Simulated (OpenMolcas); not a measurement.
# W4+: moving or changing the point charges

W4+ among 6 point charges of -1 e arranged as an octahedron (Oh), 2.02 Å from the ion.
```
   2.0200    0.0000    0.0000  -1.00
   0.0000    2.0200    0.0000  -1.00
  -2.0200    0.0000    0.0000  -1.00
   0.0000   -2.0200    0.0000  -1.00
   0.0000    0.0000    2.0200  -1.00
   0.0000    0.0000   -2.0200  -1.00
```

```
Program             : OpenMolcas
Method              : SS-CASPT2, IPEA 0.25 Eh, imaginary shift 0.1 Eh (closed shells correlated: 4f 5s 5p)
Basis               : ANO-RCC-VTZP [8s7p5d3f2g1h]
Scalar Hamiltonian  : DKH2, point nucleus
Active space        : 2 electrons in 5 orbitals (5d)
State averaging     : 2S+1 = 3 even, 10 roots; 2S+1 = 1 even, 15 roots
Spin-orbit coupling : RASSI with atomic mean-field integrals over the reference wave functions
```

Runs around this geometry, states (labels of O, the rotations of Oh). Energies in cm-1 above the lowest state or level, χT in cm3 K/mol; under a threefold ground state the first gap can be a small split of the lowest multiplet, not the spin-orbit step; 10Dq and B are least-squares fits to the states below 45000 cm-1, weighted by degeneracy, with a free offset, and given where the rms deviation is under 5 % of |10Dq| (or 100 cm-1) and under 700 cm-1.

```
R (Å)  q (e)  Ground state  First state of that spin  10Dq  B (rms of fit)  First gap with spin-orbit (degeneracies)  χT at 300 K  First state of another spin
 2.02  -0.65           3T1                  3T2 4030                                                      840 (2, 3)        0.118                     1T2 8800
  1.9     -1           3T1                  3T2 8480  9846       669 (202)                                880 (2, 3)        0.064                     1T2 9380
 2.02     -1           3T1                  3T2 5950  7492       702 (281)                                910 (2, 3)        0.083                     1T2 9190
 2.22     -1           3T1                  3T2 3970                                                      840 (2, 3)        0.119                     1T2 8820
```

Taking the first state of the same spin as R^-n, n = -ln(3970 / 8480) / ln(2.22 / 1.9) = 4.9 between the shortest and longest distance.

Scaling the charges by -0.65 / -1 = 0.65 scales the first state of the same spin by 4030 / 5950 = 0.68; with fixed orbitals a first-order splitting would follow the charge.

Roots that are degenerate in the reference are averaged as groups; the widest CASPT2 spread within a group is 290 cm-1 (the 3-fold group of multiplicity 3 near 17500 cm-1 above the lowest state of its run, R = 1.9, q = -1). Shifts and gaps below about the spread of the groups concerned are not significant. An orbital triplet at a regular site is open to Jahn-Teller coupling, which can distort the site and quench the lowest spin-orbit gaps and is left out. Free-ion shares, where given, are those of the reference states; single-state CASPT2 does not remix them. This field is weak: 10Dq is about 5137 cm-1, while octahedral complexes of 5d ions of charge 3 and more, computed by the same method with explicit ligands, had a median near 35000 cm-1. Ground spin and moment need not be those of a real site (figures for R = 2.02, q = -0.65; the like holds for R = 1.9, q = -1, R = 2.02, q = -1, R = 2.22, q = -1). This is an electrostatic model: the charges have no orbitals. No measured value stands beside these numbers.
